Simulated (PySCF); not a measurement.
H3O3Ti, quartet, at a GFN2-xTB geometry of the parent state (such geometries of metal compounds can be far from the true shape) (the multiplicity is a formal guess); R2SCAN/6-31G run with PySCF.

Input for PySCF:
```python
from pyscf import gto, scf, dft

mol = gto.M(
    atom='''
Ti   -0.000000    0.000000   -0.000000
O     1.489087   -0.021143   -0.870792
H     2.314539   -0.497079   -0.737536
O    -0.188850   -0.976431    1.409618
H    -0.921357   -1.103444    2.020309
O    -1.300237    0.997575   -0.538826
H    -1.393182    1.600523   -1.282773
''',
    basis='6-31g',
    charge=0,
    spin=3,
    verbose=4,
)

mf = dft.ROKS(mol)
mf.xc = 'r2scan'
mf.kernel()
```

Task: Write the output that PySCF gives for this input, abridged.

Result: 
```
PySCF version 2.14.0

[INPUT] verbose = 4
[INPUT] num. atoms = 7
[INPUT] num. electrons = 49
[INPUT] charge = 0
[INPUT] spin (= nelec alpha-beta = 2S) = 3
[INPUT] symmetry False subgroup None
[INPUT] Mole.unit = angstrom
[INPUT] Symbol           X                Y                Z      unit          X                Y                Z       unit  Magmom
[INPUT]  1 Ti     0.000000000000   0.000000000000   0.000000000000 AA    0.000000000000   0.000000000000   0.000000000000 Bohr   0.0
[INPUT]  2 O      1.489087000000  -0.021143000000  -0.870792000000 AA    2.813966605650  -0.039954479452  -1.645558391462 Bohr   0.0
[INPUT]  3 H      2.314539000000  -0.497079000000  -0.737536000000 AA    4.373844814625  -0.939343172273  -1.393741047007 Bohr   0.0
[INPUT]  4 O     -0.188850000000  -0.976431000000   1.409618000000 AA   -0.356874778624  -1.845187169535   2.663791960257 Bohr   0.0
[INPUT]  5 H     -0.921357000000  -1.103444000000   2.020309000000 AA   -1.741112392951  -2.085206953795   3.817830696994 Bohr   0.0
[INPUT]  6 O     -1.300237000000   0.997575000000  -0.538826000000 AA   -2.457091827026   1.885143538713  -1.018233568795 Bohr   0.0
[INPUT]  7 H     -1.393182000000   1.600523000000  -1.282773000000 AA   -2.632732421674   3.024550126067  -2.424089649987 Bohr   0.0

nuclear repulsion = 230.673308479515
number of shells = 32
number of NR pGTOs = 168
number of NR cGTOs = 60
basis = 6-31g
ecp = {}

******** <class 'pyscf.dft.roks.ROKS'> ********
method = ROKS
initial guess = minao
damping factor = 0
level_shift factor = 0
DIIS = <class 'pyscf.scf.diis.CDIIS'>
diis_start_cycle = 1
diis_space = 8
diis_damp = 0
SCF conv_tol = 1e-09
SCF conv_tol_grad = None
SCF max_cycles = 50
direct_scf = True
direct_scf_tol = 1e-13
num. doubly occ = 23  num. singly occ = 3
XC library pyscf.dft.libxc version 7.1.2
    S. Lehtola, C. Steigemann, M. J. T. Oliveira, and M. A. L. Marques,  SoftwareX 7, 1–5 (2018)
XC functionals = r2scan
    J. W. Furness, A. D. Kaplan, J. Ning, J. P. Perdew, and J. Sun,  J. Phys. Chem. Lett. 11, 8208–8215 (2020)
    J. W. Furness, A. D. Kaplan, J. Ning, J. P. Perdew, and J. Sun,  J. Phys. Chem. Lett. 11, 9248–9248 (2020)
    J. W. Furness, A. D. Kaplan, J. Ning, J. P. Perdew, and J. Sun,  J. Phys. Chem. Lett. 11, 8208–8215 (2020)
    J. W. Furness, A. D. Kaplan, J. Ning, J. P. Perdew, and J. Sun,  J. Phys. Chem. Lett. 11, 9248–9248 (2020)
radial grids:
    Treutler-Ahlrichs [JCP 102, 346 (1995); DOI:10.1063/1.469408] (M4) radial grids

becke partition: Becke, JCP 88, 2547 (1988); DOI:10.1063/1.454033
pruning grids: <function nwchem_prune>
grids dens level: 3
symmetrized grids: False
atomic radii adjust function: <function treutler_atomic_radii_adjust>
small_rho_cutoff = 0
Set gradient conv threshold to 3.16228e-05
tot grids = 92576
init E= -1076.92867005733

WARN: HOMO -0.151125571245493 >= LUMO -0.151125373354574

cycle= 1 E= -1076.31621527372  delta_E= 0.612  |g|= 1.03  |ddm|= 2.02
  HOMO = 0.0644467210204707  LUMO = 0.067124331031206  gap/eV = 0.07286
cycle= 2 E= -1075.43290530347  delta_E= 0.883  |g|= 1.83  |ddm|= 3.64

WARN: HOMO -0.092299886110645 >= LUMO -0.298354817843518

cycle= 3 E= -1075.21706682228  delta_E= 0.216  |g|= 1.79  |ddm|= 3.73

WARN: HOMO 0.153706580662046 >= LUMO -0.0846300587413258

cycle= 4 E= -1076.0001223807  delta_E= -0.783  |g|= 0.731  |ddm|= 5.27

WARN: HOMO -0.0635868485735962 >= LUMO -0.110750187631065

cycle= 5 E= -1076.39373658474  delta_E= -0.394  |g|= 0.532  |ddm|= 5.08

WARN: HOMO 0.0171326946403574 >= LUMO -0.0784204408292801

cycle= 6 E= -1076.18301113328  delta_E= 0.211  |g|= 0.711  |ddm|= 3.02

WARN: HOMO -0.0266861306606174 >= LUMO -0.320736282457988

cycle= 7 E= -1075.79852305787  delta_E= 0.384  |g|= 1.03  |ddm|= 3.17

WARN: HOMO 0.0135038650372801 >= LUMO -0.0805821129735615

cycle= 8 E= -1076.20475748619  delta_E= -0.406  |g|= 0.673  |ddm|= 3.19

WARN: HOMO -0.0365909688660394 >= LUMO -0.0864372579553907

cycle= 9 E= -1076.43708474354  delta_E= -0.232  |g|= 0.386  |ddm|= 3.09

WARN: HOMO 0.0219565880427877 >= LUMO 0.00688165955943915

cycle= 10 E= -1076.37714940338  delta_E= 0.0599  |g|= 0.509  |ddm|= 2.12

WARN: HOMO -0.00377269840184828 >= LUMO -0.0625014464556397

cycle= 11 E= -1076.41827869005  delta_E= -0.0411  |g|= 0.439  |ddm|= 1.92

WARN: HOMO 0.0191411932069441 >= LUMO -0.00288412464172945

cycle= 12 E= -1076.40420572526  delta_E= 0.0141  |g|= 0.472  |ddm|= 2.08

WARN: HOMO -0.00261282801027143 >= LUMO -0.0624141233217097

cycle= 13 E= -1076.40221358376  delta_E= 0.00199  |g|= 0.482  |ddm|= 2.08

WARN: HOMO 0.0150404332435385 >= LUMO -0.0141200747998967

cycle= 14 E= -1076.41657051469  delta_E= -0.0144  |g|= 0.458  |ddm|= 2.05

WARN: HOMO -0.0134936100750489 >= LUMO -0.0696615411418149

cycle= 15 E= -1076.37890538933  delta_E= 0.0377  |g|= 0.536  |ddm|= 2.04

WARN: HOMO 0.0183897758922509 >= LUMO -0.0655028376817861

cycle= 16 E= -1076.20006649817  delta_E= 0.179  |g|= 0.667  |ddm|= 2.37

WARN: HOMO -0.00632777859316597 >= LUMO -0.0643798008932279

cycle= 17 E= -1076.35288286693  delta_E= -0.153  |g|= 0.58  |ddm|= 2.38

WARN: HOMO 0.0182947164377914 >= LUMO -0.061884573607061

cycle= 18 E= -1076.1839919004  delta_E= 0.169  |g|= 0.636  |ddm|= 2.44

WARN: HOMO -0.00478846655401515 >= LUMO -0.0619262061762538

cycle= 19 E= -1076.44605389207  delta_E= -0.262  |g|= 0.352  |ddm|= 2.37

WARN: HOMO 0.0202570425013755 >= LUMO -0.00125079669247929

cycle= 20 E= -1076.28790729169  delta_E= 0.158  |g|= 0.747  |ddm|= 2.05

WARN: HOMO 0.00363821642393258 >= LUMO -0.0576471749901637

cycle= 21 E= -1076.3814192545  delta_E= -0.0935  |g|= 0.552  |ddm|= 1.88

WARN: HOMO 0.019288780002679 >= LUMO 0.00369580489633115

cycle= 22 E= -1076.33979104267  delta_E= 0.0416  |g|= 0.627  |ddm|= 2.26

WARN: HOMO 0.00750832557536785 >= LUMO -0.055966706894127

cycle= 23 E= -1076.38958069978  delta_E= -0.0498  |g|= 0.524  |ddm|= 2.07

WARN: HOMO 0.0205081051415073 >= LUMO 0.00548978768278189

cycle= 24 E= -1076.31030142147  delta_E= 0.0793  |g|= 0.687  |ddm|= 2.35

WARN: HOMO 0.00757003200533743 >= LUMO -0.0550966120399645

cycle= 25 E= -1076.41018525556  delta_E= -0.0999  |g|= 0.48  |ddm|= 2.17

WARN: HOMO 0.0215104167621774 >= LUMO 0.00602299435535163

cycle= 26 E= -1076.33653217658  delta_E= 0.0737  |g|= 0.652  |ddm|= 2.53

WARN: HOMO 0.0190271501667691 >= LUMO -0.0489464497989525

cycle= 27 E= -1076.36216399993  delta_E= -0.0256  |g|= 0.577  |ddm|= 2.55

WARN: HOMO 0.0300523747238992 >= LUMO 0.020045490997429

cycle= 28 E= -1076.37139272557  delta_E= -0.00923  |g|= 0.58  |ddm|= 2.53

WARN: HOMO 0.0237952819826445 >= LUMO -0.0462142026983994

cycle= 29 E= -1076.35278800385  delta_E= 0.0186  |g|= 0.596  |ddm|= 2.55

WARN: HOMO 0.0239634846514351 >= LUMO 0.0196680701929803

cycle= 30 E= -1076.2612242396  delta_E= 0.0916  |g|= 0.739  |ddm|= 2.57

WARN: HOMO 0.0293749584263287 >= LUMO -0.044399736068707

cycle= 31 E= -1076.45637851108  delta_E= -0.195  |g|= 0.33  |ddm|= 2.43

WARN: HOMO 0.0245728154134 >= LUMO -8.68507135800556e-05

cycle= 32 E= -1076.23555190282  delta_E= 0.221  |g|= 0.961  |ddm|= 1.88
  HOMO = 0.00645894805329128  LUMO = 0.0179678980827401  gap/eV = 0.31317
cycle= 33 E= -1076.37832736998  delta_E= -0.143  |g|= 0.677  |ddm|= 1.38
  HOMO = 0.0110477921679897  LUMO = 0.0200954535768061  gap/eV = 0.24620
cycle= 34 E= -1076.45406559448  delta_E= -0.0757  |g|= 0.51  |ddm|= 0.45
  HOMO = 0.0170698992401648  LUMO = 0.0219368186701791  gap/eV = 0.13244
cycle= 35 E= -1076.48339987109  delta_E= -0.0293  |g|= 0.423  |ddm|= 0.722

WARN: HOMO 0.0278060412859833 >= LUMO 0.0220493931418468

cycle= 36 E= -1076.44430371089  delta_E= 0.0391  |g|= 0.53  |ddm|= 1.44

WARN: HOMO 0.0367897289095278 >= LUMO 0.0232848042410174

cycle= 37 E= -1076.44762415747  delta_E= -0.00332  |g|= 0.518  |ddm|= 1.17

WARN: HOMO 0.0720017647869784 >= LUMO 0.0242933285962146

cycle= 38 E= -1076.21826968762  delta_E= 0.229  |g|= 0.987  |ddm|= 1.18
  HOMO = -0.0134516119040808  LUMO = -0.00728471036738521  gap/eV = 0.16781
cycle= 39 E= -1076.42000302422  delta_E= -0.202  |g|= 0.622  |ddm|=  1.6

WARN: HOMO 0.0251332368092965 >= LUMO 0.015897380541465

cycle= 40 E= -1076.5091914779  delta_E= -0.0892  |g|= 0.377  |ddm|= 1.15

WARN: HOMO 0.0129015138561159 >= LUMO 0.00789766584042439

cycle= 41 E= -1076.53129423397  delta_E= -0.0221  |g|= 0.294  |ddm|= 1.41

WARN: HOMO 0.0138459019829738 >= LUMO 0.0117367679581111

cycle= 42 E= -1076.51471442297  delta_E= 0.0166  |g|= 0.357  |ddm|= 1.38

WARN: HOMO 0.0153050286277232 >= LUMO 0.0128083132980112

cycle= 43 E= -1076.48834952489  delta_E= 0.0264  |g|= 0.459  |ddm|= 0.715

WARN: HOMO 0.0284270040857644 >= LUMO 0.0113019110877306

cycle= 44 E= -1076.38136634335  delta_E= 0.107  |g|= 0.641  |ddm|= 1.79

WARN: HOMO 0.0323015983958728 >= LUMO 0.0198324273015831

cycle= 45 E= -1076.42315884958  delta_E= -0.0418  |g|= 0.599  |ddm|= 0.666

WARN: HOMO 0.0317655545626472 >= LUMO 0.00296524184864921

cycle= 46 E= -1076.13527419651  delta_E= 0.288  |g|= 1.19  |ddm|= 1.68

WARN: HOMO 0.0264012071235173 >= LUMO 0.00860595621159366

cycle= 47 E= -1076.35690557124  delta_E= -0.222  |g|= 0.674  |ddm|= 1.99

WARN: HOMO 0.0094533259932752 >= LUMO -0.000264190262991404

cycle= 48 E= -1076.52636901289  delta_E= -0.169  |g|=  0.3  |ddm|= 2.14

WARN: HOMO 0.0221527356248505 >= LUMO 2.12729019799518e-06

cycle= 49 E= -1076.42655867061  delta_E= 0.0998  |g|= 0.493  |ddm|= 2.01
  HOMO = 0.00478667877719219  LUMO = 0.0109431536085043  gap/eV = 0.16753
cycle= 50 E= -1076.33664510618  delta_E= 0.0899  |g|= 0.838  |ddm|= 2.18
SCF not converged.
SCF energy = -1076.33664510618
```

The run did not converge; its last values are not results.
